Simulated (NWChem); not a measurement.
System: MgF2; SMILES [Mg]([F])[F]

The following NWChem deck was run.

```
start job
memory heap 200 mb stack 900 mb global 1100 mb
geometry units angstroms noautosym nocenter noautoz
  Mg     0.000000     0.000000    -0.047706
  F      1.735314     0.000000    -0.047666
  F     -1.735314     0.000000    -0.047666
end
basis spherical
  * library aug-cc-pvtz
end
dft
  xc pbe0
  iterations 150
end
property
  response 1 0.0
end
task dft property
```

Output (shortened):

```
             Northwest Computational Chemistry Package (NWChem) 7.3.0
             --------------------------------------------------------

                             Geometry "geometry" -> ""
                             -------------------------

 Output coordinates in angstroms (scale by  1.889725989 to convert to a.u.)

  No.       Tag          Charge          X              Y              Z
 ---- ---------------- ---------- -------------- -------------- --------------
    1 Mg                  12.0000     0.00000000     0.00000000    -0.04770600
    2 F                    9.0000     1.73531400     0.00000000    -0.04766600
    3 F                    9.0000    -1.73531400     0.00000000    -0.04766600

 Effective nuclear repulsion energy (a.u.)      78.2186764690

                              NWChem Property Module
                              ----------------------

                                 NWChem DFT Module
                                 -----------------

 Summary of "ao basis" -> "ao basis" (spherical)
 ------------------------------------------------------------------------------
       Tag                 Description            Shells   Functions and Types
 ---------------- ------------------------------  ------  ---------------------
 Mg                       aug-cc-pvtz               16       50   6s5p3d2f
 F                        aug-cc-pvtz               14       46   5s4p3d2f

            General Information
            -------------------
          SCF calculation type: DFT
          Wavefunction type:  closed shell.
          No. of atoms     :     3
          No. of electrons :    30
           Alpha electrons :    15
            Beta electrons :    15
          Charge           :     0
          Spin multiplicity:     1
          Use of symmetry is: off; symmetry adaption is: off
          Maximum number of iterations: 150
          AO basis - number of functions:   142
                     number of shells:    44
          Convergence on energy requested:  1.00D-06
          Convergence on density requested:  1.00D-05
          Convergence on gradient requested:  5.00D-04

              XC Information
              --------------
                         PBE0 Method XC Functional
                     Hartree-Fock (Exact) Exchange  0.250
          PerdewBurkeErnzerhof Exchange Functional  0.750
            Perdew 1991 LDA Correlation Functional  1.000 local
           PerdewBurkeErnz. Correlation Functional  1.000 non-local

             Grid Information
             ----------------
          Grid used for XC integration:  medium
          Radial quadrature: Mura-Knowles
          Angular quadrature: Lebedev.
          Tag              B.-S. Rad. Rad. Pts. Rad. Cut. Ang. Pts.
          ---              ---------- --------- --------- ---------
          Mg                  1.50       88          19.0       590
          F                   0.50       49          12.0       434
          Grid pruning is: on
          Number of quadrature shells:   186
          Spatial weights used:  Erf1

      Superposition of Atomic Density Guess
      -------------------------------------

 Sum of atomic energies:        -398.43893168

      Non-variational initial energy
      ------------------------------

 Total energy =    -398.276843
 1-e energy   =    -713.228941
 2-e energy   =     236.733421
 HOMO         =      -0.663353
 LUMO         =      -0.131960

   convergence    iter        energy       DeltaE   RMS-Dens  Diis-err
 ---------------- ----- ----------------- --------- --------- ---------
 d= 0,ls=0.0,diis     1   -399.5591718521 -4.78D+02  9.57D-03  1.27D+00
 d= 0,ls=0.0,diis     2   -399.3098967396  2.49D-01  4.69D-03  4.85D+00
 d= 0,ls=0.0,diis     3   -399.6878489356 -3.78D-01  4.88D-04  2.19D-03
 d= 0,ls=0.0,diis     4   -399.6879993998 -1.50D-04  6.52D-05  2.16D-04
 d= 0,ls=0.0,diis     5   -399.6880139674 -1.46D-05  7.10D-06  1.25D-06
 d= 0,ls=0.0,diis     6   -399.6880141201 -1.53D-07  2.61D-06  6.92D-08

         Total DFT energy =     -399.688014120085
      One electron energy =     -716.094617331316
           Coulomb energy =      275.467936779704
    Exchange-Corr. energy =      -37.280010037433
 Nuclear repulsion energy =       78.218676468960

 Numeric. integr. density =       30.000003445946

                       DFT Final Molecular Orbital Analysis
                       ------------------------------------

 Vector   13  Occ=2.000000D+00  E=-3.814739D-01
              MO Center= -8.5D-06, -9.3D-08, -4.8D-02, r^2= 3.4D+00
   Bfn.  Coefficient  Atom+Function         Bfn.  Coefficient  Atom+Function
  ----- ------------  ---------------      ----- ------------  ---------------
    60      0.227906  2 F  py               106      0.227908  3 F  py
    61     -0.205668  2 F  pz               107     -0.205670  3 F  pz
    57      0.194098  2 F  py               103      0.194099  3 F  py
    63      0.181825  2 F  py               109      0.181826  3 F  py
    58     -0.175159  2 F  pz               104     -0.175160  3 F  pz

 Vector   14  Occ=2.000000D+00  E=-3.788932D-01
              MO Center=  9.0D-06, -4.9D-07, -4.8D-02, r^2= 3.5D+00
   Bfn.  Coefficient  Atom+Function         Bfn.  Coefficient  Atom+Function
  ----- ------------  ---------------      ----- ------------  ---------------
    61      0.230709  2 F  pz               107     -0.230708  3 F  pz
    60      0.208410  2 F  py               106     -0.208409  3 F  py
    58      0.196412  2 F  pz               104     -0.196411  3 F  pz
    64      0.186246  2 F  pz               110     -0.186245  3 F  pz
    57      0.177428  2 F  py               103     -0.177427  3 F  py

 Vector   15  Occ=2.000000D+00  E=-3.788932D-01
              MO Center=  8.5D-06,  4.6D-07, -4.8D-02, r^2= 3.5D+00
   Bfn.  Coefficient  Atom+Function         Bfn.  Coefficient  Atom+Function
  ----- ------------  ---------------      ----- ------------  ---------------
    60      0.230709  2 F  py               106     -0.230708  3 F  py
    61     -0.208410  2 F  pz               107      0.208409  3 F  pz
    57      0.196412  2 F  py               103     -0.196411  3 F  py
    63      0.186246  2 F  py               109     -0.186245  3 F  py
    58     -0.177428  2 F  pz               104      0.177427  3 F  pz

 Vector   16  Occ=0.000000D+00  E=-6.314260D-02
              MO Center=  3.3D-08,  3.2D-07, -4.8D-02, r^2= 5.7D+00
   Bfn.  Coefficient  Atom+Function         Bfn.  Coefficient  Atom+Function
  ----- ------------  ---------------      ----- ------------  ---------------
     5      0.558416  1 Mg s                  3      0.326401  1 Mg s
     4      0.156369  1 Mg s                  6      0.149313  1 Mg s
    54     -0.102972  2 F  s                100     -0.102972  3 F  s
    59      0.085622  2 F  px               105     -0.085622  3 F  px
    52     -0.077849  2 F  s                 98     -0.077849  3 F  s

 Vector   17  Occ=0.000000D+00  E= 1.092734D-05
              MO Center= -5.6D-09, -6.4D-05, -4.8D-02, r^2= 2.2D+01
   Bfn.  Coefficient  Atom+Function         Bfn.  Coefficient  Atom+Function
  ----- ------------  ---------------      ----- ------------  ---------------
    20      0.432850  1 Mg py                17      0.391691  1 Mg py
    21     -0.321950  1 Mg pz                18     -0.291337  1 Mg pz
    14      0.223495  1 Mg py                15     -0.166234  1 Mg pz
    11      0.077689  1 Mg py                66     -0.068520  2 F  py
   112     -0.068520  3 F  py                63     -0.059646  2 F  py

 Vector   18  Occ=0.000000D+00  E= 1.092965D-05
              MO Center= -2.3D-08,  6.4D-05, -4.8D-02, r^2= 2.2D+01
   Bfn.  Coefficient  Atom+Function         Bfn.  Coefficient  Atom+Function
  ----- ------------  ---------------      ----- ------------  ---------------
    21      0.432850  1 Mg pz                18      0.391691  1 Mg pz
    20      0.321950  1 Mg py                17      0.291337  1 Mg py
    15      0.223495  1 Mg pz                14      0.166234  1 Mg py
    12      0.077689  1 Mg pz                67     -0.068520  2 F  pz
   113     -0.068520  3 F  pz                64     -0.059646  2 F  pz

     Multipole analysis of the density
     ---------------------------------

     L   x y z        total         alpha         beta         nuclear
     -   - - -        -----         -----         ----         -------
     0   0 0 0     -0.000000    -15.000000    -15.000000     30.000000

     1   1 0 0     -0.000000     -0.000000     -0.000000      0.000000
     1   0 1 0      0.000000      0.000000      0.000000      0.000000
     1   0 0 1     -0.000108      1.351535      1.351535     -2.703177

     2   2 0 0    -25.431120   -109.497946   -109.497946    193.564771
     2   1 1 0     -0.000000     -0.000000     -0.000000      0.000000
     2   1 0 1      0.000000      0.000000      0.000000      0.000000
     2   0 2 0    -11.719153     -5.859577     -5.859577      0.000000
     2   0 1 1     -0.000000     -0.000000     -0.000000      0.000000
     2   0 0 2    -11.719134     -5.981353     -5.981353      0.243572

 *** CALLING NEW AORESP DRIVER FOR CLOSED AND OPEN SHELLS ***
 Entering AOResponse driver routine

--------------------------------------------------------------------------------

          -----------------------------------------------
          Solving response equations for perturbing field
          -----------------------------------------------

 number of frequencies:     1
 frequency in a.u.:  0.0000000E+00
 Perturbing field: electric
 Using El. Dipole Length Gauge

 Setting up CPKS with frequency omega =      0.00000000 a.u.

 STATIC response

                                NWChem CPHF Module
                                ------------------

  scftype          =     RHF
  nclosed          =       15
  nopen            =        0
  variables        =     1905
  # of vectors     =        3
  tolerance        = 0.10D-03
  level shift      = 0.00D+00
  max iterations   =       50
  max subspace     =       30

 SCF residual:    4.6998419405121404E-005

Iterative solution of linear equations
  No. of variables     1905
  No. of equations        3
  Maximum subspace       30
        Iterations       50
       Convergence  1.0D-04

   iter   nsub   residual    time
   ----  ------  --------  ---------
     1      3    1.26D+00      39.3
     2      6    1.39D+00      49.7
     3      9    1.40D-01      60.2
     4     12    1.75D-02      70.7
     5     15    2.14D-03      81.1
     6     18    1.73D-04      90.6
     7     21    1.40D-05      99.8

 Electric Dipole Response Matrix (nonzero elements):

              1        2        3
    1   19.5034  -0.0000   0.0000
    2   -0.0000  16.7221  -0.0000
    3    0.0000  -0.0000  16.7221

 ------------------------------------------
 average:        17.64920 + I       0.00000

 DFT Linear Response polarizability / au
 Frequency  =       0.0000000 / au
              X              Y              Z
 -----------------------------------------------
 X      19.5034191     -0.0000006      0.0000004
 Y      -0.0000006     16.7220880     -0.0000007
 Z       0.0000004     -0.0000007     16.7220865
 -----------------------------------------------
 Eigenvalues =      19.5034191     16.7220883     16.7220862
 Isotropic   =      17.6491979
 Anisotropic =       2.7813318
 -----------------------------------------------

 Magnetic Dipole Response Matrix (nonzero elements):

 Exiting AOResponse driver routine
```

Level: PBE0/aug-cc-pVTZ. Coordinates come from a B3LYP/6-31G* (spherical d) optimisation.
